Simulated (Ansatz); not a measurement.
The cluster Ga₃N₄⁻, relaxed as a singlet with RKS PBE-D4/def2-SVPD in Ansatz, starting from the GFN1-xTB geometry. Force threshold 0.02 eV/Å.

The highest occupied level of the charge -1 singlet lies above zero (up to 0.15 eV). The electron is either unbound and held by the finite basis, or the level is raised by self-interaction error. The structure comes from a short search, and lower isomers may exist.

Start:

Cartesian coordinates in Å:
```
Ga -0.0444 2.5123 0.5302
Ga 1.6127 0.6390 0.2072
Ga -1.7073 -0.8957 -0.7947
N 1.1059 -1.5906 0.3904
N -0.8177 0.6439 0.2329
N -0.1388 0.6277 -0.9387
N -0.0104 -1.9366 0.3728
```

```tsv
step	energy (eV)	largest force component (eV/Å)	SCF passes
1	-163040.7861	1.106	40
2	-163040.8195	3.570	33
3	-163041.0362	1.501	32
4	-163041.1407	0.796	32
5	-163041.2724	0.507	33
6	-163041.3185	0.505	32
7	-163041.3210	2.011	29
8	-163041.3733	0.389	30
9 (rejected)	-163041.3477	2.526	29
10	-163041.4037	0.174	32
11	-163041.4180	0.144	27
13	-163041.4323	0.090	30
15 (rejected)	-163041.4127	1.451	30
17	-163041.4403	0.292	23
19	-163041.4413	0.059	25
21	-163041.4432	0.054	24
23	-163041.4480	0.361	36
25	-163041.4615	0.273	31
27	-163041.4726	0.297	30
29	-163041.5097	1.094	31
31	-163041.5807	0.375	29
33	-163041.6040	0.316	30
35 (rejected)	-163041.6018	0.661	30
37 (rejected)	-163041.6095	0.162	30
39	-163041.6149	0.085	24
40	-163041.6155	0.019	24
```

Force components are those of the run's own axes.

End:

| atom | x (Å) | y (Å) | z (Å) |
| --- | --- | --- | --- |
| Ga1 | -0.459 | 1.955 | 1.031 |
| Ga2 | 1.747 | 0.838 | -1.281 |
| Ga3 | -1.650 | 0.224 | -1.719 |
| N4 | 1.188 | -1.836 | 0.889 |
| N5 | -1.097 | 0.231 | 0.214 |
| N6 | 0.097 | 0.527 | -0.492 |
| N7 | 0.174 | -1.938 | 1.358 |

Bonds lost: Ga2–N4, Ga2–N5, Ga3–N7 (atoms count from 1). Metal–metal contacts that move far: Ga1–Ga2 2.52 to 3.39 Å. The end holds 2 separate pieces.

No frequencies were taken in this run, so the end may be a saddle point.

Run time 1.7 min (4 threads of Arm Neoverse V1 on a shared host).
